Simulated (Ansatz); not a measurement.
Ideal-gas functions of `[CH3][Ge][F]` at 800 K and 1 bar, from an Ansatz frequency run at PBE0-D4/def2-TZVP.

Molar mass 106.64 g/mol, point group Cs (symmetry number 1), electronic degeneracy 1, moments of inertia 40.782, 69.34, 106.993 u Å². Harmonic wavenumbers (cm⁻¹, unscaled): 75, 228, 553, 557, 652, 730, 1216, 1422, 1428, 3031, 3114, 3145.

Use S(trans) = R[1.5 ln M + 2.5 ln T − 1.1517]; rotational temperatures θ = 24.2544 K / I; S(rot) = R[ln(√π/σ · √(T³/θAθBθC)) + 1.5]; for each mode x = 1.438777 ν̃/T, S = R[x/(eˣ − 1) − ln(1 − e⁻ˣ)] and H = RT x/(eˣ − 1); 1 cm⁻¹ = 0.0119627 kJ/mol; R = 8.31446 J/(mol·K).

Problem. By hand: the entropy, in J/(mol·K).

Solution. Translation 187.6. Rotation: θ = 0.5947, 0.3498, 0.2267 K, giving 113.3. Vibration, mode by mode: 24.98, 15.78, 8.69, 8.64, 7.45, 6.62, 3.29, 2.46, 2.44, 0.23, 0.20, 0.19, in all 81.0. Electronic 0.0. Sum 381.9 J/(mol·K).

Problem. By hand: H − E and G − E in kJ/mol, counted from the electronic energy.

Solution. Zero-point energy ½ × 16151 × 0.0119627 = 96.6; thermal vibration 31.2; translation, rotation and pV give 4 RT = 26.6. H − E = 154.4 kJ/mol, and G − E = 154.4 − 800 × 381.9/1000 = -151.1 kJ/mol.

Vibration gives 21 % of the entropy, 25.0 J/(mol·K) of it from the mode under 150 cm⁻¹: soft modes count most, and the harmonic formula is weakest for them.
